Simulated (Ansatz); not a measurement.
The lowest singlet and triplet of CH3N (SMILES C[N]); geometries from B3LYP-D3(BJ)/def2-TZVP, each state relaxed from the structure named, with no frequency check, low spin by broken symmetry.
Singlet (charge 0, multiplicity 1):
| atom | x (Å) | y (Å) | z (Å) |
|---|---|---|---|
| C | -0.5333 | 0.0606 | 0.0404 |
| N | 0.8540 | -0.0971 | -0.0647 |
| H | -0.8723 | -0.0929 | 1.0779 |
| H | -0.8418 | 1.0726 | -0.2689 |
| H | -1.0643 | -0.6638 | -0.5985 |
Triplet (charge 0, multiplicity 3):
```xyz
5

C     -0.537     0.061     0.041
N      0.857    -0.098    -0.065
H     -0.872    -0.093     1.078
H     -0.842     1.072    -0.269
H     -1.064    -0.664    -0.598
```

A positive gap puts the triplet lower; no zero-point energy. R- takes a restricted singlet, here one determinant of a half-filled degenerate or near-degenerate pair, which mixes singlet states. U- takes an unrestricted singlet (broken symmetry where lower, unprojected). The triplet is unrestricted in single-reference levels. Active spaces average the two states.

Cores are frozen in the correlated methods.

The values were computed with Ansatz (Gaussian orbitals). Values without a source in brackets are computed.

| level | gap E(singlet) − E(triplet), adiabatic (kcal/mol) |
|---|---|
| R-BHLYP/def2-TZVPP | 48.21 |
| R-wB97X-V/def2-TZVPP | 43.14 |
| R-wB97M-V/def2-TZVPP | 41.06 |
| U-B2PLYP/def2-TZVPP (spin-contaminated) | 13.27 |
| R-MP2/cc-pVDZ | (withheld) |
| R-MP2/cc-pVTZ | 48.18 |
| R-CCSD/cc-pVDZ | 47.36 |
| R-CCSD(T)/cc-pVTZ | 41.77 |
| FIC-MRCISD+Q on SA-CASSCF(2,2)/cc-pVTZ | (withheld) |

### Question
Complete the blanks.

### Answer

- R-MP2/cc-pVDZ, gap E(singlet) − E(triplet), adiabatic (kcal/mol): 52.05
- FIC-MRCISD+Q on SA-CASSCF(2,2)/cc-pVTZ, gap E(singlet) − E(triplet), adiabatic (kcal/mol): 34.53

Doubts at one or more of the structures used: a restricted determinant that unrestricted orbitals would lower (R-BHLYP/def2-TZVPP, R-wB97X-V/def2-TZVPP, R-wB97M-V/def2-TZVPP, R-MP2/cc-pVDZ, R-MP2/cc-pVTZ, R-CCSD/cc-pVDZ, R-CCSD(T)/cc-pVTZ).

Ansatz is an electronic-structure program.
